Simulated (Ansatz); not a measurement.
Reaction (atomization): `NC(F)([SiH3])[SiH3]` → C• + F• + 8 H• + N• + 2 Si•

Gas-phase electronic energies from Ansatz, PBE0-D4/def2-TZVP geometries. CBS: MP2 limit from def2 TZ/QZ plus the TZ coupled-cluster correction, frozen cores. This one scheme is used for every species, atoms too. DFT in def2-TZVPP. B3LYP here is the variant with VWN-RPA as its local correlation; programs differ in this. No spin–orbit coupling; open shells (•) take unrestricted orbitals. Spin–orbit coupling would lower the free atoms: a little for C, F, Si. One conformer a species, not always the lowest.

CCSD(T)/CBS gives +43.80 eV.

(1) Another level gave +43.87 eV. Which?
A. B3LYP-D4/def2-TZVPP
B. CCSD/def2-TZVPP
C. ωB97M-V/def2-TZVPP
D. SCS-MP2/def2-TZVPP

Largest T1 diagnostic among the species: 0.013.

Results:

(1) A. B3LYP-D4 43.87, SCS-MP2/def2-TZVPP 42.98, CCSD/def2-TZVPP 41.95, ωB97M-V 43.96 eV.

From PBE to PBE0 (25 % exact exchange), in def2-TZVPP and without D4, ΔE moves by −0.66 eV: exact exchange takes away binding that semilocal exchange gives to molecules. In def2-TZVPP, CCSD(T) changes the Hartree–Fock value by +11.20 eV (the triples alone add +0.59 eV) and MP2 by +11.43 eV; breaking electron pairs costs correlation energy, which Hartree–Fock lacks.

For atomizations the MP2-based limit and the directly extrapolated one differ by several kJ/mol either way, and by 10 to 25 for some Ge, Se and Sn compounds, so smaller differences from it don't rank the levels.
